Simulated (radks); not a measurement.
Initial-state core-level shifts of the sulfur ion S2+ when its valence configuration changes from [Ne] 3s2 3p2. Calculated with a radial shooting solver on a logarithmic mesh with Libxc functionals: Dirac Kohn-Sham, LDA (Slater exchange, Perdew-Wang correlation), spin-unpolarised, spherical densities, finite nucleus; open shells fill j = l - 1/2 first; Fermi nuclear charge, rms radius 3.2611 fm. Shifts are changes of the shell-averaged eigenvalues in eV (positive: less bound); the change of the density at the nucleus, which sets a Mossbauer isomer shift, is in e/bohr^3, on a base of 2926.

| valence | 1s | 2s | 2p | density at nucleus |
|---|---|---|---|---|
| 3s1.5 3p2.5 | -0.625 | -0.633 | -0.620 | -5.7534 |
| 3s1 3p3 | -1.236 | -1.255 | -1.227 | -11.5842 |
| 3p4 | -2.416 | -2.464 | -2.406 | -23.4700 |
| 3s0.5 3p3.5 | -1.833 | -1.865 | -1.822 | -17.4904 |
